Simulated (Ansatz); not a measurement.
Relaxation of CH4Cl2OZn (9 atoms, charge 0, multiplicity 1), to a largest force component of 0.03 eV/Å in at most 50 steps.

Method: RKS PBE0-D4/def2-SVP (Ansatz 0.2.0).

```xyz
9
Properties=species:S:1:pos:R:3:forces:R:3
Zn -0.261 -1.112 -2.342 1.09 0.28 0.53
Cl 1.898 -1.085 -1.893 -1.05 0.00 -0.18
Cl -2.251 -1.296 -2.977 0.00 -0.01 0.01
H 1.014 0.619 -0.098 0.03 0.01 -0.07
O 0.100 0.825 0.136 0.00 -0.26 -0.29
C -0.071 0.566 1.502 -0.08 -0.07 0.04
H -1.147 0.619 1.724 0.00 0.03 0.02
H 0.441 1.305 2.145 0.01 0.03 0.00
H 0.278 -0.441 1.803 0.01 -0.01 -0.05
```

**Question.** Where does it end, and by what steps?

**Answer.** The run converged. The force dipped under the threshold on the way, but the program's further checks kept it going. After 18 steps the energy has fallen by 0.729 eV; Cl3 moved furthest, 1.43 Å. Joined: Zn1–O5 (3.17 → 2.06 Å).

| step | energy less start (eV) | largest force component (eV/Å) | accepted |
| --- | --- | --- | --- |
| 0 | 0.0000 | 1.088 | yes |
| 1 | -0.1927 | 0.502 | yes |
| 2 | -0.3484 | 0.437 | yes |
| 3 | -0.4953 | 0.376 | yes |
| 4 | -0.5539 | 0.623 | yes |
| 5 | -0.6046 | 0.348 | yes |
| 6 | -0.6430 | 0.234 | yes |
| 7 | -0.6686 | 0.314 | yes |
| 8 | -0.6899 | 0.336 | yes |
| 9 | -0.7044 | 0.353 | yes |
| 10 | -0.7162 | 0.316 | yes |
| 11 | -0.7222 | 0.153 | yes |
| 12 | -0.7249 | 0.130 | yes |
| 13 | -0.7275 | 0.092 | yes |
| 14 | -0.7285 | 0.050 | yes |
| 15 | -0.7289 | 0.066 | yes |
| 16 | -0.7291 | 0.038 | yes |
| 17 | -0.7293 | 0.003 | yes |
| 18 | -0.7294 | 0.021 | yes |

```xyz
9
Properties=species:S:1:pos:R:3
Zn -0.005 -0.646 -1.743
Cl 1.938 -0.822 -2.624
Cl -2.134 -0.831 -1.629
H 1.477 0.272 0.247
O 0.534 0.161 0.076
C -0.281 0.420 1.209
H -1.314 0.230 0.889
H -0.186 1.469 1.533
H -0.029 -0.253 2.043
```

Whether the end is a true minimum wasn't checked by a vibrational analysis.

The run took 77 s on 2 threads of Arm Neoverse V2 (shared host), peak memory 0.29 GiB.
